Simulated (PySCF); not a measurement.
PySCF job for Au2H8S2Si4, SMILES [Au][S][SiH2][SiH2][SiH2][SiH2][S][Au], multiplicity 1, TDA-PBE/def2-SVP. Coordinates come from a PBE0-D3(BJ)/def2-SVP optimisation. The multiplicity is an assumed one; other spin states were not compared. The def2 effective core potentials stand for the cores of Au; spin–orbit coupling is left out. The values are those of a single conformer.

```python
import numpy as np
from pyscf import gto, scf, dft, tdscf

mol = gto.M(
    atom='''
    Au    0.13466805   -6.32690122   -0.00372675
    S    -1.12209123   -4.43528465   -0.00035316
    Si    0.40944497   -2.92788538    0.00780949
    Si   -0.76101298   -0.89398382    0.01069067
    Si    0.76101298    0.89398382    0.01069067
    Si   -0.40944496    2.92788537    0.00780949
    S     1.12209123    4.43528465   -0.00035316
    Au   -0.13466805    6.32690122   -0.00372675
    H     1.28483544   -2.99248513    1.21877802
    H     1.29047749   -2.98530905   -1.19940493
    H    -1.63012007   -0.81002626    1.22642503
    H    -1.63035000   -0.80799335   -1.20473636
    H     1.63012006    0.81002627    1.22642504
    H     1.63035000    0.80799335   -1.20473635
    H    -1.29047748    2.98530906   -1.19940494
    H    -1.28483545    2.99248513    1.21877802
    ''',
    basis='def2-SVP',
    ecp={'Au': 'def2-svp'},
    charge=0,
    spin=0,
    symmetry=True,
    max_memory=1600,
    verbose=4,
)
mf = dft.RKS(mol, xc='pbe').density_fit(auxbasis='def2-universal-jkfit')
mf.grids.level = 3
mf.conv_tol = 1e-9
mf.max_cycle = 100
mf.kernel()
mf.grids = dft.Grids(mol).set(level=1).build(with_non0tab=True)  # coarser grid for the response kernel
td = tdscf.TDA(mf)
td.singlet = True
td.nstates = 6
td.conv_tol = 1e-4
td.positive_eig_threshold = 1e-6
td.kernel(x0=td.get_init_guess(mf, 11))
td.analyze()
tt = tdscf.TDA(mf)
tt.singlet = False
tt.nstates = 2
tt.conv_tol = 1e-4
tt.positive_eig_threshold = 1e-6
tt.kernel(x0=tt.get_init_guess(mf, 7))
tt.analyze(verbose=3)
```

Log of the run:

```
PySCF version 2.14.0

[INPUT] verbose = 4
[INPUT] num. atoms = 16
[INPUT] num. electrons = 134
[INPUT] charge = 0
[INPUT] spin (= nelec alpha-beta = 2S) = 0
[INPUT] symmetry True subgroup None
[INPUT] Mole.unit = angstrom
[INPUT] Symbol           X                Y                Z      unit          X                Y                Z       unit  Magmom
[INPUT]  1 Au     0.134668050000  -6.326901220000  -0.003726750000 AA    0.254485732229 -11.956110522977  -0.007042536835 Bohr   0.0
[INPUT]  2 S     -1.122091230000  -4.435284650000  -0.000353160000 AA   -2.120445111476  -8.381473272987  -0.000667375678 Bohr   0.0
[INPUT]  3 Si     0.409444970000  -2.927885380000   0.007809490000 AA    0.773738856381  -5.532901492318   0.014757797273 Bohr   0.0
[INPUT]  4 Si    -0.761012980000  -0.893983820000   0.010690670000 AA   -1.438106109439  -1.689384579592   0.020202438388 Bohr   0.0
[INPUT]  5 Si     0.761012980000   0.893983820000   0.010690670000 AA    1.438106109439   1.689384579592   0.020202438388 Bohr   0.0
[INPUT]  6 Si    -0.409444960000   2.927885370000   0.007809490000 AA   -0.773738837483   5.532901473421   0.014757797273 Bohr   0.0
[INPUT]  7 S      1.122091230000   4.435284650000  -0.000353160000 AA    2.120445111476   8.381473272987  -0.000667375678 Bohr   0.0
[INPUT]  8 Au    -0.134668050000   6.326901220000  -0.003726750000 AA   -0.254485732229  11.956110522977  -0.007042536835 Bohr   0.0
[INPUT]  9 H      1.284835440000  -2.992485130000   1.218778020000 AA    2.427987096735  -5.654977327533   2.303156664440 Bohr   0.0
[INPUT] 10 H      1.290477490000  -2.985309050000  -1.199404930000 AA    2.438649026016  -5.641416501686  -2.266546830153 Bohr   0.0
[INPUT] 11 H     -1.630120070000  -0.810026260000   1.226425030000 AA   -3.080480482457  -1.530727785106   2.317607419011 Bohr   0.0
[INPUT] 12 H     -1.630350000000  -0.807993350000  -1.204736360000 AA   -3.080914987185  -1.526886141970  -2.276621772705 Bohr   0.0
[INPUT] 13 H      1.630120060000   0.810026270000   1.226425040000 AA    3.080480463560   1.530727804003   2.317607437909 Bohr   0.0
[INPUT] 14 H      1.630350000000   0.807993350000  -1.204736350000 AA    3.080914987185   1.526886141970  -2.276621753808 Bohr   0.0
[INPUT] 15 H     -1.290477480000   2.985309060000  -1.199404940000 AA   -2.438649007119   5.641416520583  -2.266546849050 Bohr   0.0
[INPUT] 16 H     -1.284835450000   2.992485130000   1.218778020000 AA   -2.427987115632   5.654977327533   2.303156664440 Bohr   0.0

nuclear repulsion = 1007.05129444661
point group symmetry = C2
symmetry origin: [ 9.67182656e-10 -8.92784023e-10  2.90154799e-09]
symmetry axis x: [ 1.00000000e+00 -4.63171153e-10  1.46007398e-10]
symmetry axis y: [-4.63171153e-10 -1.00000000e+00  2.00133443e-12]
symmetry axis z: [-1.46007398e-10  2.00133458e-12  1.00000000e+00]
num. orbitals of irrep A = 106
num. orbitals of irrep B = 106
number of shells = 96
number of NR pGTOs = 386
number of NR cGTOs = 212
basis = def2-SVP
ecp = {'Au': 'def2-svp'}


[settings echo left out]
init E= -2206.11743628246
HOMO (B) = -0.574397987437851  LUMO (A) = -0.556544706878919  gap/eV = 0.48581
cycle= 1 E= -2224.07482761485  delta_E=  -18  |g|= 3.31  |ddm|= 14.6
HOMO (B) = -0.27802692222661  LUMO (A) = -0.262374681912418  gap/eV = 0.42592
cycle= 2 E= -2080.44387619541  delta_E=  144  |g|= 14.5  |ddm|= 32.3
HOMO (A) = -0.0517910493679818  LUMO (A) = -0.0314044771729365  gap/eV = 0.55475
cycle= 3 E= -2155.81034443647  delta_E= -75.4  |g|=  9.4  |ddm|= 29.9
HOMO (B) = -0.122539770030791  LUMO (B) = -0.115172193039907  gap/eV = 0.20048
cycle= 4 E= -2228.45072348855  delta_E= -72.6  |g|= 1.45  |ddm|= 29.9
HOMO (A) = -0.22180030745339  LUMO (B) = -0.157574661633562  gap/eV = 1.74767
cycle= 5 E= -2228.1009392076  delta_E= 0.35  |g|= 1.93  |ddm|= 4.95
HOMO (B) = -0.228546239687054  LUMO (B) = -0.146538021812069  gap/eV = 2.23156
cycle= 6 E= -2229.19447904607  delta_E= -1.09  |g|= 0.259  |ddm|= 2.49
HOMO (B) = -0.210196692071657  LUMO (B) = -0.152468504341001  gap/eV = 1.57086
cycle= 7 E= -2229.2152402183  delta_E= -0.0208  |g|= 0.188  |ddm|= 0.917
HOMO (B) = -0.211217342968071  LUMO (B) = -0.153015553118755  gap/eV = 1.58375
cycle= 8 E= -2229.22687240272  delta_E= -0.0116  |g|= 0.0256  |ddm|= 0.319
HOMO (B) = -0.211223478921141  LUMO (B) = -0.151948443198038  gap/eV = 1.61296
cycle= 9 E= -2229.22700398789  delta_E= -0.000132  |g|= 0.0137  |ddm|= 0.0584
HOMO (B) = -0.21167243361392  LUMO (B) = -0.152755933410646  gap/eV = 1.60320
cycle= 10 E= -2229.22707326908  delta_E= -6.93e-05  |g|= 0.00511  |ddm|= 0.0294
HOMO (B) = -0.21162043338324  LUMO (B) = -0.152864482404277  gap/eV = 1.59883
cycle= 11 E= -2229.22708165274  delta_E= -8.38e-06  |g|= 0.00189  |ddm|= 0.00946
HOMO (B) = -0.211504294465172  LUMO (B) = -0.152787481701975  gap/eV = 1.59777
cycle= 12 E= -2229.22708286236  delta_E= -1.21e-06  |g|= 0.000262  |ddm|= 0.00328
HOMO (B) = -0.211479846384952  LUMO (B) = -0.152777367499997  gap/eV = 1.59738
cycle= 13 E= -2229.22708288303  delta_E= -2.07e-08  |g|= 0.00014  |ddm|= 0.000725
HOMO (B) = -0.211484511688413  LUMO (B) = -0.152782619431522  gap/eV = 1.59736
cycle= 14 E= -2229.22708289124  delta_E= -8.22e-09  |g|= 2.35e-05  |ddm|= 0.000277
HOMO (B) = -0.211484979371607  LUMO (B) = -0.152783005117283  gap/eV = 1.59736
cycle= 15 E= -2229.22708289142  delta_E= -1.84e-10  |g|= 9.57e-06  |ddm|= 5.78e-05
HOMO (B) = -0.211486058154816  LUMO (B) = -0.152782566221633  gap/eV = 1.59740
Extra cycle  E= -2229.22708289121  delta_E= 2.15e-10  |g|= 2.62e-05  |ddm|= 7.11e-05
converged SCF energy = -2229.22708289121
tot grids = 75928
Overwritten attributes  positive_eig_threshold  of <class 'pyscf.tdscf.rks.TDA'>


******** <class 'pyscf.tdscf.rks.TDA'> for <class 'pyscf.df.df_jk.DFSymAdaptedRKS'> ********
nstates = 6 singlet
deg_eia_thresh = 1.000e-03
wfnsym = None
conv_tol = 0.0001
eigh lindep = 1e-12
eigh level_shift = 0
eigh max_cycle = 100


Excitation energies (eV)
[1.65507547 1.65747754 1.94698259 1.94936465 2.4269718  2.47930482]

** Singlet excitation energies and oscillator strengths **
Excited State   1:    A      1.65508 eV    749.12 nm  f=0.0005
      66 -> 69       -0.33088
      67 -> 68        0.62479
Excited State   2:    B      1.65748 eV    748.03 nm  f=0.0000
      66 -> 68       -0.62048
      67 -> 69        0.33893
Excited State   3:    B      1.94698 eV    636.80 nm  f=0.0000
      66 -> 68        0.33798
      67 -> 69        0.61997
Excited State   4:    A      1.94936 eV    636.02 nm  f=0.0040
      66 -> 69        0.62430
      67 -> 68        0.32993
Excited State   5:    B      2.42697 eV    510.86 nm  f=0.4319
      64 -> 69       -0.22811
      65 -> 68        0.66380
Excited State   6:    A      2.47930 eV    500.08 nm  f=0.0000
      64 -> 68        0.42597
      65 -> 69       -0.55725

** Transition electric dipole moments (AU) **
state          X           Y           Z        Dip. S.      Osc.
  1        -0.0000      0.0000      0.1138      0.0130      0.0005
  2         0.0002      0.0016     -0.0000      0.0000      0.0000
  3        -0.0006     -0.0018      0.0000      0.0000      0.0000
  4         0.0000     -0.0000      0.2904      0.0843      0.0040
  5         0.0617     -2.6945     -0.0000      7.2642      0.4319
  6         0.0000      0.0000      0.0021      0.0000      0.0000

WARN: ECP detected. Skipping calculation of transition velocity and magnetic dipole moments, which have not yet been implemented.



******** <class 'pyscf.tdscf.rks.TDA'> for <class 'pyscf.df.df_jk.DFSymAdaptedRKS'> ********
nstates = 2 triplet
deg_eia_thresh = 1.000e-03
wfnsym = None
conv_tol = 0.0001
eigh lindep = 1e-12
eigh level_shift = 0
eigh max_cycle = 100


Excitation energies (eV)
[1.42125944 1.42401622]

** Triplet excitation energies and oscillator strengths **
Excited State   1:    A      1.42126 eV    872.35 nm  f=0.0000
Excited State   2:    B      1.42402 eV    870.67 nm  f=0.0000
```

The calculation finished and met its thresholds.
